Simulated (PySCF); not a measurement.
**Ionisation energy of Ir³⁴⁺ by level of theory**

Ir³⁴⁺ [Kr] 4d7 [4d3/2^4 4d5/2^3, M_J = 9/2] → Ir³⁵⁺ [Kr] 4d6 [4d3/2^4 4d5/2^2, M_J = 4], as a difference of total energies. Calculation: PySCF 2.14, in an uncontracted even-tempered set (17 s from 3.5 bohr⁻², ratio 2.8; 14 p from 4.6 bohr⁻², ratio 2.8; 9 d from 4.6 bohr⁻², ratio 2.8; 3 f from 20 bohr⁻², ratio 3); the two-component X2C-1e Hamiltonian. Correlated levels: [Ar] 3d10 frozen; the 92 highest virtual spinors dropped. "Screened" scales the spin-orbit matrix elements by Boettger's factors to mimic the two-electron term; Breit and QED terms are absent.

```tsv
method	ionisation energy (eV)
GHF (spin-free)	1496.6
GMP2 (spin-free)	1497.0
GHF (screened spin-orbit)	1492.3
GMP2 (screened spin-orbit)	1492.2
```

Breit and QED terms and the two-electron picture change are absent.

The spin-free rows relax to the high-spin LS determinant and lack the spin-orbit shift.

The labels give the starting determinants; with spin-orbit coupling the two ends relaxed to ⟨J²⟩ = 24.75, ⟨L²⟩ = 15.65, ⟨S²⟩ = 2.69 and ⟨J²⟩ = 20.01, ⟨L²⟩ = 12.11, ⟨S²⟩ = 3.20.

For comparison: 1493 ± 5 eV (theoretical estimate listed by NIST; NIST Atomic Spectra Database, ionization energies).
